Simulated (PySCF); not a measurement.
# Sm(57+): ionisation energy

Sm(57+) [He] 2s2 2p1 (2P) → Sm(58+) [He] 2s2 (1S), as a difference of total energies. Computed with PySCF 2.14 in an even-tempered Gaussian basis (19 s from 32 bohr⁻², ratio 2.2; 12 p from 41 bohr⁻², ratio 2.2; 5 d from 160 bohr⁻², ratio 2.4; 5 f from 230 bohr⁻², ratio 2.4; 4 g from 350 bohr⁻², ratio 2.4), with scalar relativity by spin-free X2C-1e. Correlated levels: nothing frozen; virtual orbitals above 40 to 60 times the deepest correlated orbital energy dropped. The calculations carry no spin-orbit coupling.

```
                 method  ionisation energy (eV)
                    UHF                 12142.1
    MP2 (all electrons)                 12141.7
SCS-MP2 (all electrons)                 12141.3
   CCSD (all electrons)                 12141.2
CCSD(T) (all electrons)                 12141.2
```

For this ion Breit and QED terms and the two-electron picture change, all absent here, outweigh the differences among the correlated methods.

The reference lies between the lowest fine-structure levels, while these numbers refer to the centres of the terms.

For comparison: 12588 ± 6 eV (theoretical estimate listed by NIST; NIST Atomic Spectra Database, ionization energies).
